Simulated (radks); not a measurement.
Initial-state core-level shifts of the niobium ion Nb3+ when its valence configuration changes from [Kr] 4d2. Method: scalar-relativistic Kohn-Sham, PBEsol, spin-polarised, spherical densities, point nucleus; open shells are filled with parallel spins first (spin-orbit coupling, left out, can overturn this in heavy ions); computed with a radial shooting solver on a logarithmic mesh with Libxc functionals. Shifts are changes of the shell-averaged eigenvalues in eV (positive: less bound).

valence           1s       2s       2p      4p
5s2           -9.878  -10.645  -10.597  -8.093
4d1 5s1       -4.770   -5.138   -5.114  -3.985
4d1 5p1       -5.851   -6.223   -6.193  -5.004
4d1.5 5s0.5   -2.358   -2.538   -2.526  -1.989
4d0.5 5s1.5   -7.301   -7.860   -7.825  -6.048
5s1 5p1      -10.820  -11.604  -11.550  -8.970
